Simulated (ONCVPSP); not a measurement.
## Scattering properties, ONCV potential for lanthanum

ONCVPSP 4.0.1 input, shortened (lines: element, Z, core and valence counts, functional; n l f; lmax; l rc ep ncon nbas qcut; lloc lpopt rc5 dvloc0; l nproj debl; icmod fcfact rcfact), LDA (Perdew-Zunger), scalar-relativistic:

```
  La 57.00    8    5        3      upf
    1    0    2.00
    2    0    2.00
    2    1    6.00
    3    0    2.00
    3    1    6.00
    3    2   10.00
    4    0    2.00
    4    1    6.00
    4    2   10.00
    5    0    2.00
    5    1    6.00
    5    2    1.00
    6    0    0.50
    3
    0    2.80    0.00    5    9    4.90
    1    2.65    0.00    5    8    5.30
    2    1.25    0.00    5    9   13.50
    3    2.90    0.27    4    7    4.20
    4    2    1.10    6.00
    0    2    2.20
    1    2    3.50
    2    2    3.50
    3    2    0.50
    3    2.25    1.15
```

In the f channel the program set the typed energies aside and used -0.507, 0.250 Ha.

The phase is arctan(r·R′/R) of the radial function R(r), unwrapped; energies in Ha, scanned from -6 to 5 Ha. A pole is an energy at which the radial function vanishes at the test radius. The pseudo phase is shifted by a multiple of π to meet the all-electron one at the reference energy, and phase errors are pseudo minus all-electron; the curves can meet again beyond the range given. Levels narrower than the energy grid can be missing from the lists of poles.

```
channel  radius (bohr)  reference energy (Ha)  poles, all-electron      poles, pseudo  unbroken range about the reference energy with phases within 0.05 rad  phase error 1 Ha above the reference energy (rad)
      s           2.84                  -0.41          -1.69, 1.49  -1.69, 1.45, 3.02                                                              below 2.2                                             -0.001
      p           2.69                  -1.16          -0.92, 2.67        -0.92, 2.67                                                              below 4.2                                             -0.003
      d           1.27                  -0.43                -3.40              -3.40                                                        the whole range                                             +0.000
      f           2.94                  -0.51    -0.47, 1.36, 4.36        -0.47, 1.35                                                              below 2.1                                             -0.002
```

Note: no bound ghost flagged; GHOST(+) flagged for s at 74.6 eV.

Phases in the p channel:

| E (Ha) | all-electron | pseudo |
| --- | --- | --- |
| -5.96 | 1.439 | 1.439 |
| -5.40 | 1.429 | 1.429 |
| -4.84 | 1.418 | 1.418 |
| -4.28 | 1.403 | 1.403 |
| -3.72 | 1.383 | 1.383 |
| -3.16 | 1.354 | 1.354 |
| -2.60 | 1.306 | 1.305 |
| -2.04 | 1.194 | 1.193 |
| -1.48 | 0.366 | 0.364 |
| -0.92 | -1.569 | -1.569 |
| -0.36 | -1.826 | -1.828 |
| 0.20 | -2.309 | -2.319 |
| 0.76 | -4.020 | -4.030 |
| 1.32 | -4.486 | -4.487 |
| 1.88 | -4.619 | -4.619 |
| 2.44 | -4.689 | -4.689 |
| 3.00 | -4.744 | -4.745 |
| 3.56 | -4.804 | -4.809 |
| 4.12 | -4.904 | -4.935 |
| 4.68 | -5.253 | -5.951 |
